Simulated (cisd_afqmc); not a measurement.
Input (AFQMC/CISD/cc-pVTZ; cisd_afqmc is a phaseless AFQMC code with CISD trial states that reads the integrals written by Ansatz):

Ansatz 0.2 input:
```python
import cisd_afqmc

open("ham.yaml", "w").write("""\
crystal:
  periodic: [false, false, false]
  atoms:
    - {symbol: F, position_ang: [1.24131731, -1.24580752, 0.51592193]}
    - {symbol: C, position_ang: [0.92667525, -0.15590864, -0.21868953]}
    - {symbol: F, position_ang: [1.55564671, 0.92024430, 0.30363502]}
    - {symbol: C, position_ang: [-0.59399057, 0.07149607, -0.15000695]}
    - {symbol: F, position_ang: [-1.00742482, 0.25437166, 1.10378427]}
    - {symbol: F, position_ang: [-0.91974794, 1.15104343, -0.87415976]}
    - {symbol: F, position_ang: [-1.23041951, -0.98980223, -0.66434321]}
    - {symbol: H, position_ang: [1.24954609, -0.30397130, -1.25136550]}
basis:
  gaussian:
    orbitals: cc-pVTZ
magnetization: {spin_polarized: false}
correlation: {method: ccsd, electrons: outside_noble_gas, hamiltonian_folder: ham}
""")
rep = cisd_afqmc.ansatz("ham.yaml")
e_ccsd = rep["correlation"]["coupled_cluster"]["energy"]["hartree"]
out = cisd_afqmc.run("ham", e_ccsd, trial="CISD", walkers=1000, populations=1, threads=12, dt=0.005, steps=40, early=24, settle=10, least=100,
    cut=5e-5, rank_cut=2e-4, target=0.0007, seconds=1500, seed=4, memory=62639, gpu=True)
```

Output:

```
orbitals 217, occupied [22], factors 1304 of 1400, rank of the doubles 1252 of 4290
E(HF) = -573.737973
E(CCSD) on the cut factors = -575.307220, shift to the whole factors -0.000011
Energy of the trial state on the determinant = -575.307226
  tau behind 7.2 of longer steps, mean of the populations' last blocks
   2.0  -575.35871
   4.0  -575.36364
   6.0  -575.36296
   8.0  -575.35988
  10.0  -575.36257
  12.0  -575.35847
  14.0  -575.36113
  16.0  -575.36033
  18.0  -575.35971
  20.0  -575.36143
  22.0  -575.35867
blocks 100 (0 outliers left out), error by blocks joined: 1: 0.00049, 2: 0.00056, 4: 0.00059, 8: 0.00051
E(AFQMC/CISD) = -575.36088 +/- 0.00059
```
